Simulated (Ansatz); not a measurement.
Ansatz (a program for electronic structure) input (RPA@PBE/def2-TZVPP):

Ansatz 0.2 input:
```yaml
crystal:
  periodic: [false, false, false]
  atoms:
    - {symbol: Cl, position_ang: [0.05781513, -0.11866280, 2.34116141]}
    - {symbol: Si, position_ang: [0.00755757, -0.01551155, 0.30603553]}
    - {symbol: Br, position_ang: [-1.19899120, -1.68878711, -0.47717232]}
    - {symbol: Br, position_ang: [2.06506895, -0.15020751, -0.47979491]}
    - {symbol: Br, position_ang: [-0.89718241, 1.90283545, -0.30258253]}
basis:
  gaussian:
    orbitals: def2-TZVPP
hamiltonian:
  xc: pbe
magnetization: {spin_polarized: false}
correlation: {method: rpa, electrons: outside_noble_gas}
```

Output:

```
Functional definition: PBE
integrals: 0.55 GiB planned
1487 factors; integrals over basis functions are off by at most 8.2e-4 eV
mean field: 2.70 GiB planned
mean field evaluation 1: about -230503.9764 eV, gradient 2.1e1 eV
mean field evaluation 2: about -230503.9717 eV, gradient 2.1e1 eV
mean field evaluation 4: about -230504.4886 eV, gradient 8.7e0 eV
mean field evaluation 8: about -230504.6899 eV, gradient 3.4e-1 eV
mean field evaluation 16: about -230504.6903 eV, gradient 3.4e-5 eV
mean field -230504.69026275 eV, -8470.8911254653 hartree, gradient 1.9e-6 eV, S^2 0.000000; 0 other end points of the search recorded, 0 dependent functions left out
52 core orbitals not correlated
reference -230367.06405355 eV, -8465.8334555637 hartree; 16, 16 occupied and 160, 160 virtual orbitals, 1487 factors
Total energy: -230401.88064609 eV, -8467.1129417401 hartree
```
